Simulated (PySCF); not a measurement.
C₅H₅F.

```xyz
11

F      0.0005     2.0542     0.0000
C     -0.0672     0.7241     0.0000
C     -1.1791    -0.0380     0.0000
C     -0.7401    -1.4422     0.0000
C      0.6110    -1.5114     0.0000
C      1.1754    -0.1140     0.0000
H     -2.2083     0.3183     0.0000
H     -1.4249    -2.2919     0.0000
H      1.2211    -2.4142     0.0000
H      1.8040     0.0943     0.8854
H      1.8040     0.0943    -0.8854
```
Charge 0, spin multiplicity 1.

Geometry: B3LYP-D3(BJ)/def2-SVP. Other conformers were not sampled.

Level of theory: B3LYP/pcSseg-1 (PySCF). Non-relativistic, no solvent.

Computed absolute GIAO shielding of each atom: isotropic value and principal components (ppm):
```csv
atom,σ(iso),σ11,σ22,σ33,span
F1,288.8,174.6,260.7,431.0,256.3
C2,-3.4,-92.4,32.0,50.2,142.6
C3,65.6,-19.4,74.0,142.3,161.7
C4,38.3,-70.0,44.9,140.0,210.0
C5,50.9,-58.2,64.8,145.9,204.1
C6,137.9,130.7,133.0,149.9,19.2
H7,25.6,24.1,24.1,28.6,4.5
H8,25.0,23.7,23.9,27.3,3.6
H9,25.5,24.2,25.5,26.9,2.7
H10,28.4,24.6,26.9,33.7,9.1
H11,28.4,24.6,26.9,33.7,9.1
```
